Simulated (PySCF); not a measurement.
**Cu⁺ (copper, charge +1) across methods**

[Ar] 3d9 4s1, high-spin 3D determinant (an excited configuration). Calculation: PySCF 2.14, in aug-cc-pwCVTZ-PP with ECP10MDF (8s8p7d4f3g, 122 functions); scalar relativity through the core potential.

```csv
method,E (hartree),mean ε 3d α (eV),mean ε 3d β (eV),mean ε 4s α (eV),Σ⟨r²⟩ (bohr²),⟨S²⟩
UHF,-195.91139,-29.613,-27.902,-16.616,22.53,2.001
LDA,-196.5317,-19.841,-18.441,-14.457,22.48,2.000
BLYP,-196.8920,-19.452,-18.240,-14.143,22.55,2.000
MN15,-197.2009,-24.054,-22.660,-15.091,22.62,2.002
PBE,-196.9097,-19.550,-18.230,-14.155,22.54,2.000
r2SCAN,-196.8148,-19.747,-18.325,-14.562,22.36,2.001
PBE0,-196.8645,-22.244,-20.844,-14.901,22.41,2.000
HSE06,-196.8600,-21.823,-20.426,-14.584,22.40,2.000
```

Energies and moments cover only the electrons outside the core potential.
